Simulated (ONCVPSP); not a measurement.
**Varying the ONCV potential for Pm (Z = 61)**

Base potential:

promethium (Pm), optimised norm-conserving Vanderbilt (ONCV), made with ONCVPSP 4.0.1 (LDA (Perdew-Zunger), scalar-relativistic). Core [Kr] 4d10 4f4, reference 5s2 5p6 5d1 6s1 6p1. Waves: 5s+6s: rc 2.30 bohr, ncon 3, nbas 8, qcut 6.3 1/bohr, 2 projectors; 5p+6p: rc 3.10 bohr, ncon 4, nbas 7, qcut 5.5 1/bohr, 2 projectors; 5d: rc 2.75 bohr, ncon 4, nbas 9, qcut 6.7 1/bohr, 2 projectors, debl 2.3 Ha. Local part: polynomial inside 2.25 bohr (lpopt 5, dvloc0 2 Ha). Core correction: polynomial model core, fcfact 0.75.

All-electron outer shells of the reference configuration (LDA (Perdew-Zunger), scalar-relativistic, ld1.x):

```tsv
shell	level (eV)	outermost node (bohr)	outermost maximum (bohr)
4d	-130.43	0.29	0.60
5s	-46.57	0.70	1.27
5p	-26.64	0.75	1.44
4f	-8.92	–	0.62
6s	-4.79	1.69	3.45
5d	-3.97	0.85	2.04
6p	-1.96	2.02	4.60
```

Cutoffs, loose and tight: the cutoffs (Ha) at which the residual kinetic energy of the hardest occupied pseudo-wave falls to 1 and 0.1 mHa per electron. They do not see the model core or the augmentation charge, which bear on the density cutoff. Test errors are all-electron minus pseudo excitation energies from the reference, over the configurations 5s2 5p6 5d1 6s2 6p0; 5s2 5p6 5d1 6s1 6p0; 5s2 5p6 5d1 6s0 6p0; 5s2 5p6 5d1 6s0 6p1. A dash means not determined; rows that change the core or the reference have their own tests.

| change | outcome | cutoff, loose | cutoff, tight | bound ghosts | GHOST(+) flags above zero | largest test error (meV) |
| --- | --- | --- | --- | --- | --- | --- |
| base | generated | 12 Ha | 14 Ha | none | s | -15 |
| s: rc 1.6; local potential polynomial inside 1.60 bohr (lpopt 5, dvloc0 2 Ha) | failed: ERROR pspot: first pseudo wave function has node, program will stop | – | – | – | – | – |
| s: rc 2.04; local potential polynomial inside 2.04 bohr (lpopt 5, dvloc0 2 Ha) | generated | 13 Ha | 16 Ha | none | s | -14 |
| s: rc 2.34 | generated | 12 Ha | 14 Ha | none | s | -15 |
| s: rc 2.62 | generated | 10 Ha | 13 Ha | none | none | -15 |
| s: rc 3.06 | generated | 8.4 Ha | 11 Ha | none | none | -16 |
| s: rc 3.28 | generated | 8.2 Ha | 10 Ha | none | none | -16 |

Reading the sweep of the s radius (base included, trends over the rows without a ghost): The loose cutoff falls from 13 Ha at 2.04 to 8.2 Ha at 3.28 bohr. A larger radius leaves more room for a smooth pseudo-wave, so fewer plane waves are needed; a smaller one forces it to follow the all-electron wave where it bends sharply. The median size of the test errors (rows with all tests solved) stays near 2.9 meV. The generation fails at 1.6 bohr.
